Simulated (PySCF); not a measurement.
C2H4ClFSi2, SMILES F[Si@H](Cl)[SiH2]C#C.

Geometry optimised at B3LYP-D3(BJ)/def2-SVP. The structure was generated by enumeration; whether it is a known compound was not checked. Other conformers were not sampled.

Two levels are set side by side: PBE/def2-TZVP (PySCF) and B3LYP/def2-TZVP (PySCF). Same geometry, gas phase. Differences are taken from unrounded values.

| quantity | PBE |
|---|---|
| orbital gap (eV) | 5.16 |
| highest occupied level (eV) | -6.89 |
| lowest empty level (eV) | -1.74 |
| dipole moment (D) | 1.29 |
| mean polarisability (bohr³) | 87.8 |

Problem. These are the PBE values. What does B3LYP give? (The exact figures need the calculation; the answer reports its results.)

Solution. 
| quantity | B3LYP | PBE minus B3LYP |
|---|---|---|
| orbital gap (eV) | 6.82 | -1.66 |
| highest occupied level (eV) | -7.85 | 0.96 |
| lowest empty level (eV) | -1.03 | -0.70 |
| dipole moment (D) | 1.42 | -0.13 |
| mean polarisability (bohr³) | 84.7 | 3.1 |

PBE's occupied levels lie high since its potential decays too fast outside the molecule; exact exchange lowers them and widens the gap. Loosely held outer electrons make PBE densities more polarisable. Differences between two approximate levels are no errors against the true value.

Rough cost on one machine, each run with all the roots and properties that it gave: B3LYP against PBE within a factor of 2.
